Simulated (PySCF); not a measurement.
## Vibration and rotation of KNa⁻

ROHF-CCSD(T) constants of KNa⁻, ²Σ⁺ (doublet), unpaired electrons σ ↑ (K aug-pcseg-1, Na aug-pcseg-1; no relativity (PySCF 2.14); masses 38.9637 and 22.9898 u):

* ωe: 83.9 cm⁻¹
* ωexe: 0.477 cm⁻¹
* Be: 0.072155 cm⁻¹
* αe: 0.000536 cm⁻¹
* De to K + Na⁻: 0.56 eV

Problem. What force constant and bond length do these constants imply?

Solution. Reduced mass μred = 14.459 u; k = 5.8918×10⁻⁷·μred·ωe² (u, cm⁻¹, mdyn/Å) = 0.0600 mdyn/Å; Re = √(16.8576/(μred·Be)) (u, cm⁻¹, Å) = 4.020 Å.

Problem. Estimate the centrifugal constant D from the Kratzer relation and find the Dunham coefficient a1.

Solution. D = 4Be³/ωe² = 2.13e-07 cm⁻¹; a1 = −1 − αeωe/(6Be²) = -2.44.

Correlated steps freeze 6 core orbitals. Correlated levels converge slowly with the basis: in double zeta they bind strong bonds too weakly, by up to about 1 eV, and carry superposition errors of some tenths. For an ion De counts to the pair picked by the measured ionisation energies or electron affinities, which need not be the lowest pair at this level. The state is the lowest determinant that a PBE0 search found; another state may lie lower at other levels.
